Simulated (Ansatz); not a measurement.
Coupled-cluster diagnostics for Zn(NH2)2 (ZnN₂H₄), Ansatz.

Geometry of the singlet (PBE-D4/def2-TZVP):

```xyz
7

Zn   -0.0439    0.0106   -0.0256
N    -0.4146   -1.7441   -0.3636
H     0.3804   -2.3784   -0.2796
H    -1.1797   -2.1409    0.1831
N     0.1213    1.8148    0.1944
H     0.3775    2.3346   -0.6458
H     0.7589    2.1034    0.9370
```

Correlated methods freeze 11 core orbitals.

(1) Estimate the CCSD(T) correlation energy, the shares of MP2 and (T), T1 and the reference's ⟨S²⟩ for: charge 0, singlet, own geometry in def2-TZVPP; charge 1, doublet, vertical in def2-TZVPP; and the rough time on 4 threads of Intel Xeon on a shared host.

Results:

(1) 
```json
{"state": "charge 0, singlet, own geometry", "basis": "def2-TZVPP", "correlation (eV)": "-25.985", "MP2 share (%)": "100.4", "(T) share (%)": "3.4", "T1": "0.016", "⟨S²⟩ (pure)": "0.00 (0.00)", "wall time": "50 s"}
{"state": "charge 1, doublet, vertical", "basis": "def2-TZVPP", "correlation (eV)": "-24.453", "MP2 share (%)": "99.6", "(T) share (%)": "3.2", "T1": "0.025", "⟨S²⟩ (pure)": "0.76 (0.75)", "wall time": "7.6 min"}
```
Customary marks for T1 are 0.02 (closed shells), 0.045 (open shells) and about 0.05 (3d metals). T1 exceeds 0.02 in 1 of 2 rows and 0.045 in 0; the higher it lies, the less the single-reference result can be trusted.
